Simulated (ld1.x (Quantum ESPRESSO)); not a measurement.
## Reading a pseudo-wave (sulfur)

Columns: radius, all-electron u(r) and pseudo u(r) of the 3s shell (level -17.26 eV) of sulfur in the configuration [Ne] 3s2 3p4; PBE, scalar-relativistic, ultrasoft scheme, ld1.x (Quantum ESPRESSO) 7.5.

```
r (bohr)  all-electron  pseudo
   0.095        0.1240  0.0982
   0.190       -0.2147  0.1949
   0.285       -0.3928  0.2886
   0.380       -0.3805  0.3780
   0.475       -0.2489  0.4619
   0.570       -0.0630  0.5392
   0.665        0.1339  0.6089
   0.760        0.3170  0.6704
   0.855        0.4741  0.7231
   0.950        0.6012  0.7667
   1.045        0.6986  0.8009
   1.140        0.7682  0.8258
   1.235        0.8130  0.8414
   1.330        0.8363  0.8478
   1.425        0.8420  0.8452
   1.520        0.8335  0.8339
   1.615        0.8141  0.8141
   1.710        0.7864  0.7864
   1.805        0.7529  0.7529
   1.900        0.7154  0.7154
   1.995        0.6754  0.6754
   2.090        0.6343  0.6343
   2.185        0.5930  0.5930
   2.280        0.5522  0.5522
   2.375        0.5124  0.5124
   2.470        0.4741  0.4741
```

Question: How many radial nodes do the two functions have?

Answer: The all-electron 3s function has n − l − 1 = 2; the pseudo-wave has 0, since the states of the same l below it are removed with the core.

Question: At about which radius was the pseudo-wave matched?

Answer: 1.60 bohr, where the columns begin to agree (steps of 0.10 bohr).

Question: Where does each function peak?

Answer: Outermost all-electron maximum near 1.43 bohr, pseudo maximum near 1.33 bohr (to the table’s step).

Question: Is the pseudo-wave norm-conserving?

Answer: No, it belongs to an ultrasoft set: the norm inside the radius is not constrained, and the difference is carried by the augmentation charge.
